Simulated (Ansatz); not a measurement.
Calculated with Ansatz (gas phase, PBE0-D4/def2-TZVP geometries, no zero-point term in ΔE). CCSD(T)/CBS is the MP2 limit (def2-TZVPP, def2-QZVPP) plus CCSD(T) − MP2 in def2-TZVPP, frozen cores. This one scheme is used for every species. Functionals use def2-TZVPP. For Ge outer-core shells are correlated without core-valence functions, which leaves a few kJ/mol of doubt a bond. Scalar relativity is left out up to krypton. Each species was taken in one conformer, which may not be the lowest.

Consider the ligand exchange at a Ge–S bond: `C[S][GeH]([CH3])[Cl]` + HCl → `[CH3][GeH]([Cl])[Cl]` + CH₃SH.

Q: Is it downhill or uphill in electronic energy at CCSD(T)/CBS, and by how much? (An estimate is asked.)

A: The calculation gave: Downhill: ΔE = -0.31 eV.

Q: What do these levels give: LDA (SPW92), revPBE-D4, CAM-B3LYP-D4, BLYP, r2SCAN, r2SCANh, r2SCAN0, LC-ωPBE, RPA@PBE/def2-TZVPP, HF/def2-TZVPP, MP2/def2-TZVPP, MP2/CBS(def2)? (Best estimate.)

A: Ansatz gave: LDA (SPW92) -0.30, revPBE-D4 -0.28, CAM-B3LYP-D4 -0.37, BLYP -0.42, r2SCAN -0.37, r2SCANh -0.37, r2SCAN0 -0.38, LC-ωPBE -0.38, RPA@PBE/def2-TZVPP -0.31, HF/def2-TZVPP -0.52, MP2/def2-TZVPP -0.30, MP2/CBS(def2) -0.29 eV.

Largest T1 diagnostic among the species: 0.010.

The D4 term adds +0.08 eV with B3LYP and +0.05 eV with PBE0; it sums over pairs of atoms, weighted by their polarisabilities, and B3LYP, whose exchange is more repulsive, gets the larger term. In def2-TZVPP, CCSD(T) changes the Hartree–Fock value by +0.21 eV (the triples alone add +0.03 eV) and MP2 by +0.23 eV.

B3LYP here is the variant with VWN-RPA as its local correlation; programs differ in this.
